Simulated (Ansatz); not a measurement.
`[F][SnH]([Cl])[SeH]`. The species carries charge 0 and has multiplicity 1. Sn: def2 effective core potential. All single points use the PBE0-D4/def2-TZVP geometry. It is one conformer, not always the lowest.

```xyz
6

F    -1.358    0.809   -1.294
Sn    0.273    0.328   -0.420
Cl    0.693   -1.783   -1.254
Se   -0.139    0.218    2.038
H     1.448    1.442   -0.922
H    -0.917   -1.015    1.853
```

(1) What is the dipole moment at ωB97M-V/def2-TZVPP? (Best estimate.)

(2) And with PBE, r2SCAN, B3LYP? (Estimate.)

(3) Give the Mulliken charges with ωB97M-V, PBE, B3LYP in def2-TZVPP. (An estimate is asked.)

## Answers

(1) Computed: 2.37 D, with components (1.60, 0.75, 1.58) D in this frame, pointing from negative to positive charge.

(2) Computed: PBE 2.25 D, r2SCAN 2.29 D, B3LYP 2.40 D.

(3) Ansatz gave: 
```tsv
atom	ωB97M-V	PBE	B3LYP
F1	-0.47	-0.42	-0.47
Sn2	0.97	0.99	1.07
Cl3	-0.32	-0.33	-0.35
Se4	-0.23	-0.24	-0.24
H5	-0.05	-0.09	-0.09
H6	0.11	0.09	0.08
```

B3LYP here is the variant with VWN-RPA as its local correlation; programs differ in this.
